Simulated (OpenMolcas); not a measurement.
Ni7+, Pd7+, Pt7+: d³ down the group

* Program: OpenMolcas 26.06
* Method: RASSCF
* Basis: ANO-RCC-VTZP
* Scalar Hamiltonian: DKH2, point nucleus
* Spin-orbit coupling: RASSI with atomic mean-field integrals over the reference wave functions, term energies averaged over their components

Active space for each ion: 9 electrons in 8 orbitals (RAS1 p, at most 2 holes; RAS2 d).

Computed levels in cm-1 above ⁴F_3/2:

| Level | Ni7+ | Pd7+ | Pt7+ |
| --- | --- | --- | --- |
| ⁴F_5/2 | 1004 | 2525 | 10535 |
| ⁴F_7/2 | 2332 | 5441 | 18147 |
| ⁴P_1/2 | 26573 | 18823 | 24379 |
| ⁴P_5/2 | 28198 | 22645 | 36046 |
| ²G_7/2 | 29203 | 22807 | 34590 |
| ²G_9/2 | 30473 | 24358 | 56045 |
| ²P_3/2 | 34920 | 34247 | 59595 |
| ²P_1/2 | 35154 | 27661 | 43248 |
| ²D_5/2(1) | 39376 | 32292 | 50367 |
| weight of ⁴F in the lowest level (%) | 100 | 97 | 77 |

Mixed levels, with the weight of the term that names them: Ni7+ ²P_3/2 (57 %), Pd7+ ²G_9/2 (66 %), Pd7+ ²P_3/2 (56 %), Pt7+ ⁴P_1/2 (69 %), Pt7+ ²G_9/2 (58 %), Pt7+ ²P_3/2 (58 %), Pt7+ ²P_1/2 (69 %).

Measured, with the error of the calculation in %. Measured levels: Ni7+ from Corliss and Sugar, J. Phys. Chem. Ref. Data 10, 197 (1981).

| Level | Ni7+ |
| --- | --- |
| ⁴F_5/2 | 1012 (-0.8) |
| ⁴F_7/2 | 2184 (+6.8) |
| ⁴P_1/2 | 23261 (+14.2) |
| ⁴P_5/2 | 24669 (+14.3) |

The fine-structure level ⁴F_7/2 changes by a factor of 7.78 from Ni7+ to Pt7+.

Without spin-orbit coupling ⁴P lies 25363, 16244, 14630 cm-1 above ⁴F in that order; the difference to the level ⁴P_1/2, of either sign, comes from spin-orbit coupling, which also lowers the zero.

Without dynamic correlation excited terms often stand tens of per cent too high (terms of higher spin than the ground term too low), and those without a measured partner can miss by more than the paired ones. Active for correlation alone: 3p; no level in the range computed is led by a configuration that opens it, so any true level of that kind is missing (holds for Ni7+). Active for correlation alone: 4p; no level in the range computed is led by a configuration that opens it, so any true level of that kind is missing (holds for Pd7+). Active for correlation alone: 5p; no level in the range computed is led by a configuration that opens it, so any true level of that kind is missing (holds for Pt7+). Computed and measured levels are paired by configuration, term and J; levels that our copy of the source lacks, or whose pairing is in doubt (as where it misses far off the trend of its configuration), stay unpaired and out of the deviations. Only configurations of the active space appear.

A number in round brackets counts repeated terms of one configuration in the order of the reference energies.
